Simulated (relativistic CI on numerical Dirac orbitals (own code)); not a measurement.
Method of calculation: Dirac-Coulomb-Breit CI, KLI orbitals optimised for each configuration, a model potential for QED, unscaled Slater integrals (own radial code, finite nucleus).

The strongest absorption lines from the ground level of an ion, among the configurations computed and to levels below about 119 eV (vacuum wavelength in Å, gf): 135.61 (2.5), 141.50 (8.1), 142.14 (3.6), 143.95 (3.7), 144.92 (16), 170.57 (0.37), 171.16 (0.45), 171.97 (0.56).

Problem. Which ion is it?
A. Cd¹⁰⁺
B. Pd⁸⁺
C. Cd⁸⁺
D. Ru⁶⁺

Solution. A. Cd¹⁰⁺ has 38 electrons and the ground level 4s2 4p6 4d2 3F_2; the strongest line goes to 4s2 4p6 4d 4f 3G°_3. The pattern of lines fixes the number of electrons, and along that sequence the line energies rise steadily with the charge (about as its square where n changes within one kind of shell, about linearly where n is kept but much faster in heavy ions where fine structure, which grows about as Z⁴, sets the gap, and irregularly where shells cross), which fixes Z. Configurations outside the model, such as inner-shell arrays, can give stronger lines. At this charge energies of transitions that change n are usually good to better than 1 %, and those within a shell (Δn = 0) to a few per cent. Terms inside the open d or f shell come out 10 to 20 % too wide with unscaled integrals.

LS names give the leading component of a level, which can be under half, so a name can repeat, a term be missing and a line seem to break the LS rules.
